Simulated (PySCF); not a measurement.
C4H13PSSi2.
SMILES with atom numbers: `[CH2:1]=[CH:2][CH2:3][Si@@H:4]([PH:5][SiH3:6])[S:7][CH3:8]` (hydrogens: H9, H10 on C1; H11 on C2; H12, H13 on C3; H14 on Si4; H15 on P5; H16, H17, H18 on Si6; H19, H20, H21 on C8)

Method: PBE0-D3(BJ)/def2-SVP geometry optimisation, gas phase (PySCF 2.14.0); density fitting, grid level 1; the optimiser is geomeTRIC in internal coordinates, started from a GFN2-xTB structure with every atom displaced at random (about 0.01 Å).

Step 0: E = -40206.9077 eV
```
atom  x, y, z in Å  |  force x, y, z in eV/Å
C1      3.3114   -0.2448    0.7781   -1.122   2.303   0.206
C2      2.5138    0.7190    0.2607    0.640  -1.008   0.092
C3      1.7808    0.6046   -1.0428    0.460   0.288   1.040
Si4    -0.0382    0.3683   -0.7424   -0.920   0.412  -0.216
P5     -0.4041   -0.8865    1.0817   -0.402   0.980   0.671
Si6    -2.0446   -2.2378    0.4335    0.250   0.401  -0.078
S7     -0.9051    2.3132   -0.3964    0.383   0.141   0.108
C8     -2.4244    1.8596    0.4704   -0.241  -0.112  -0.453
H9      3.7769   -0.0995    1.7462    0.188  -0.046   0.257
H10     3.4781   -1.1449    0.2586    0.336  -1.433  -0.767
H11     2.3389    1.6405    0.8151    0.011   0.167   0.204
H12     1.9518    1.5110   -1.6193   -0.141   0.415  -0.434
H13     2.1536   -0.2286   -1.6149    0.255  -0.702  -0.510
H14    -0.7185   -0.1602   -1.9534    0.000  -0.298  -0.197
H15     0.6214   -1.7605    0.8041    0.923  -0.818  -0.207
H16    -3.2782   -1.4479    0.4379   -0.519   0.221   0.010
H17    -2.1040   -3.3043    1.4230   -0.129  -0.562   0.469
H18    -1.8251   -2.7985   -0.8929    0.025  -0.347  -0.683
H19    -3.1472    1.4165   -0.2271   -0.102  -0.013  -0.024
H20    -2.2267    1.1477    1.2680    0.111  -0.215   0.423
H21    -2.8652    2.7625    0.8968   -0.007   0.227   0.091
```

Step 1: E = -40207.1284 eV
```
atom  x, y, z in Å  |  force x, y, z in eV/Å
C1      3.4029   -0.1482    0.7670   -0.131  -0.324  -0.235
C2      2.5293    0.7279    0.2634    0.035   0.146   0.107
C3      1.7611    0.5562   -1.0040    0.136  -0.114  -0.075
Si4    -0.0972    0.3346   -0.7214    0.074   0.123   0.035
P5     -0.4170   -0.9088    1.1432    0.115  -0.109   0.011
Si6    -2.0602   -2.2493    0.3754   -0.040  -0.102   0.028
S7     -0.8578    2.3074   -0.3291   -0.001  -0.093   0.010
C8     -2.4342    1.9103    0.4888   -0.004  -0.062   0.077
H9      3.9110    0.0223    1.7177    0.024   0.041   0.019
H10     3.6156   -1.0951    0.2416    0.019   0.239   0.147
H11     2.3250    1.6538    0.8190    0.009  -0.055  -0.012
H12     1.8781    1.4481   -1.6449   -0.037  -0.007  -0.060
H13     2.1322   -0.3108   -1.5812   -0.059   0.054   0.050
H14    -0.7365   -0.2776   -1.9307   -0.020   0.013   0.000
H15     0.6517   -1.8287    0.8615   -0.141   0.122  -0.008
H16    -3.3297   -1.4605    0.3541    0.013   0.025  -0.009
H17    -2.2113   -3.3721    1.3496   -0.028  -0.017  -0.010
H18    -1.8389   -2.8281   -0.9871    0.038   0.041   0.011
H19    -3.1612    1.4834   -0.2148   -0.020  -0.009  -0.037
H20    -2.2797    1.2140    1.3298    0.011   0.062  -0.041
H21    -2.8374    2.8505    0.8868    0.007   0.024  -0.008
```

**Question.** Estimate the geometry and energy of step 2. (The exact step hangs on the optimiser's Hessian estimate; all steps are aligned on step 1, rigid shifts and turns removed.)

**Answer.** E = -40207.1374 eV, largest force 0.124 eV/Å
```
atom  x, y, z in Å  |  force x, y, z in eV/Å
C1      3.3957   -0.1503    0.7603    0.007   0.052   0.084
C2      2.5316    0.7358    0.2603   -0.009  -0.061  -0.108
C3      1.7634    0.5460   -1.0047    0.002   0.057  -0.039
Si4    -0.0934    0.3319   -0.7056    0.013   0.050   0.005
P5     -0.4199   -0.9173    1.1574    0.021  -0.020   0.030
Si6    -2.0577   -2.2570    0.3708   -0.026  -0.035   0.007
S7     -0.8556    2.3019   -0.3208    0.011  -0.025   0.014
C8     -2.4350    1.9165    0.4968   -0.016  -0.016   0.009
H9      3.9020    0.0443    1.7085    0.047  -0.061   0.009
H10     3.6255   -1.0892    0.2428   -0.009   0.050   0.035
H11     2.3316    1.6627    0.8126   -0.003  -0.030   0.002
H12     1.8726    1.4266   -1.6635   -0.029  -0.016  -0.035
H13     2.1247   -0.3294   -1.5705   -0.011  -0.004   0.034
H14    -0.7409   -0.2813   -1.9102   -0.016   0.008  -0.006
H15     0.6409   -1.8298    0.8622   -0.008   0.017  -0.015
H16    -3.3216   -1.4594    0.3387    0.003   0.007  -0.006
H17    -2.2291   -3.3944    1.3254   -0.012   0.003  -0.009
H18    -1.8104   -2.8103   -0.9966    0.019   0.011   0.001
H19    -3.1592    1.4771   -0.2040    0.007  -0.001   0.002
H20    -2.2814    1.2391    1.3507    0.007   0.008  -0.002
H21    -2.8382    2.8656    0.8744    0.002   0.005  -0.012
```

The energy changes by -0.0091 eV. The first-order estimate −F·Δx gives -0.0169 eV and the mean of the old and new forces, exact on a quadratic surface, -0.0089 eV. The step makes an angle of 75° with the force vector and moves no atom by more than 0.037 Å.

The cost below is that of the whole optimisation. Time: 3.7 min; peak memory 0.89 GiB. Hardware: Intel Xeon Platinum 8488C, one thread, shared host with 192 logical CPUs at a one-minute load of 78.
